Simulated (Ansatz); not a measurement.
A structure relaxed at PBE0-D4/def2-TZVP, charge 0, multiplicity 1:

Cartesian coordinates in Å:
```
C 0.029 0.467 2.210
Si -0.790 -0.130 0.670
O -1.121 1.190 -0.270
O 0.241 -1.111 -0.162
Si 0.905 -0.954 -1.635
O 1.606 0.497 -1.849
Cl -0.607 -1.203 -3.017
H -0.653 1.086 2.798
H 0.349 -0.376 2.826
H 0.911 1.064 1.966
H -2.034 -0.896 0.922
H -1.808 1.090 -0.931
H 1.922 -1.987 -1.854
H 1.051 1.264 -1.675
```

(1) Give its formula and SMILES.

(2) Point group (tolerance 0.08 Å, 0.16 Å for H)?

(3) Summarise the bond lengths by kind.

## Answers

(1) CH7ClO3Si2, `C[Si@@H](O)O[Si@H](O)Cl`.

(2) C1.

(3) 1 × C–Si 1.844 Å; 3 × C–H 1.092 to 1.093 Å; 4 × O–Si 1.624 to 1.654 Å; 2 × H–Si 1.466 to 1.483 Å; 2 × H–O 0.959 to 0.962 Å; 1 × Cl–Si 2.064 Å.

Results of the Gaussian-basis code of Ansatz.
